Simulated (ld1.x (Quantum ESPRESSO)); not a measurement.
# What one change does to a pseudopotential (gallium (Ga), PAW)

ld1.x (Quantum ESPRESSO) 7.5 input, shortened:

```
&input
   title='Ga', zed=31., rel=1, dft='PZ', iswitch=3,
   config='[Ar] 3d10 4s2 4p1'
 /
 &inputp
   pseudotype=3, lpaw=.true., tm=.true., lloc=-2, rcloc=1.35,
   nlcc=.true., new_core_ps=.true., rcore=0.55,
   which_augfun='BESSEL', rmatch_augfun=0.60
 /
6
4S  1  0   2.00   0.00  1.60  1.95  0.0
4S  1  0   0.00  -0.15  1.60  1.95  0.0
4P  2  1   1.00   0.00  2.25  2.90  0.0
4P  2  1   0.00   3.35  2.25  2.90  0.0
3D  3  2  10.00   0.00  0.80  1.00  0.0
3D  3  2   0.00   1.75  0.80  1.00  0.0
 &test
   configts(1)='3d10 4s2 4p1'
 /
```

Change: augmentation PSQ, inside the norm-conserving radii.

Cutoffs: the cutoffs (Ry, on a coarse ladder) from which the occupation-weighted sum of valence levels, in a spherical-Bessel basis at the reference potential, stays within 10 and 1 mRy of its value at 400 Ry; they do not see the model core or the augmentation charge, which bear on the density cutoff. Errors are all-electron minus pseudo energies relative to the spin-unpolarised reference configuration.

Task: What does the change do?

Result: The potential gets neither clearly harder nor softer (160 Ry and 260 Ry → 160 Ry and 260 Ry); of the 9 tests that both files solve, the error grows in 1 and shrinks in 7 by more than 15 % and 0.3 meV (median size 18.3 → 3.9 meV); neither file shows a bound ghost.

```tsv
quantity	base	changed
cutoff, loose	160 Ry	160 Ry
cutoff, tight	260 Ry	260 Ry
bound ghosts	none	none
error for 3d10 4s2 4p0, meV [ΔE 5.89 eV]	+4.2	-0.5
error for 3d10 4s1 4p0, meV [ΔE 27.39 eV]	+18	-3.9
error for 3d10 4s0 4p0, meV [ΔE 58.99 eV]	+46	-14
error for 3d9 4s2 4p2, meV [ΔE 20.40 eV]	-68	-154
error for 3d9 4s0 4p0, meV [ΔE 123.21 eV]	-366	-354
error for 3d10 4s2 4p0.5, meV [ΔE 2.12 eV]	+0.6	0.0
error for 3d10 4s1 4p1, meV [ΔE 13.34 eV]	+1.4	-0.7
error for 3d10 4s2 4p1 (spin-polarised), meV [ΔE -0.13 eV]	+0.4	0.0
error for 3d10 4s1 4p0 (spin-polarised), meV [ΔE 27.08 eV]	+21	-4.5
s: phases at 3.15 bohr within 0.05 rad from the reference energy up to (Ry; the scan ends near 5)	to the end of the scan	to the end of the scan
p: phases at 3.15 bohr within 0.05 rad from the reference energy up to (Ry; the scan ends near 5)	to the end of the scan	to the end of the scan
d: phases at 3.15 bohr within 0.05 rad from the reference energy up to (Ry; the scan ends near 5)	to the end of the scan	to the end of the scan
lowest overlap eigenvalue by channel	s 0.39, p 0.89, d 1.00	s 0.39, p 0.89, d 1.00
```
